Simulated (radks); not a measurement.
Results of a calculation; reference values are marked as such.
Valence configurations of neutral iridium (all share [Xe]). Level of theory: scalar-relativistic Kohn-Sham, PBE, spin-polarised, spherical densities, finite nucleus; open shells are filled with parallel spins first (spin-orbit coupling, left out, can overturn this in heavy ions); Fermi nuclear charge, rms radius 5.4032 fm (a radial shooting solver on a logarithmic mesh with Libxc functionals). Energies are relative to 4f14 5d7 6s2; eigenvalues in eV for spin up.

4f14 5d7 6s2: E (eV) 0.000; moment (Bohr magnetons) 3; e(4f) -62.224; e(5d) -7.946; e(6s) -6.737
4f12 5d9 6s2: E (eV) 129.23; moment (Bohr magnetons) 3; e(4f) -84.824; e(5d) -9.637; e(6s) -6.537
4f13 5d8 6s2: E (eV) 60.189; moment (Bohr magnetons) 3; e(4f) -73.327; e(5d) -8.797; e(6s) -6.641
4f13.5 5d7 6s2 6p0.5: E (eV) 31.954; moment (Bohr magnetons) 4; e(4f) -70.173; e(5d) -10.423; e(6p) -2.088; e(6s) -7.931
4f14 5d9: E (eV) 1.429; moment (Bohr magnetons) 1; e(4f) -57.316; e(5d) -4.194
4f14 5d7 6p2: E (eV) 9.914; moment (Bohr magnetons) 5; e(4f) -65.471; e(5d) -11.092; e(6p) -3.247
4f14 5d7 6s1 6p1: E (eV) 4.001; moment (Bohr magnetons) 5; e(4f) -63.850; e(5d) -9.649; e(6p) -2.508; e(6s) -8.299
4f14 5d7 6s1.5 6p0.5: E (eV) 2.105; moment (Bohr magnetons) 4; e(4f) -63.107; e(5d) -8.867; e(6p) -2.014; e(6s) -7.588
4f14 5d6 6s2 6p1: E (eV) 5.501; moment (Bohr magnetons) 5; e(4f) -66.921; e(5d) -11.815; e(6p) -2.767; e(6s) -9.025
4f14 5d8 6s1: E (eV) -0.043; moment (Bohr magnetons) 3; e(4f) -59.522; e(5d) -6.008; e(6s) -6.078

NIST lists [Xe] 4f14 5d7 6s2 as the ground configuration; this level of theory puts 4f14 5d8 6s1 lower, by 0.043 eV. The energies are those of spherical high-spin densities, not of single terms.
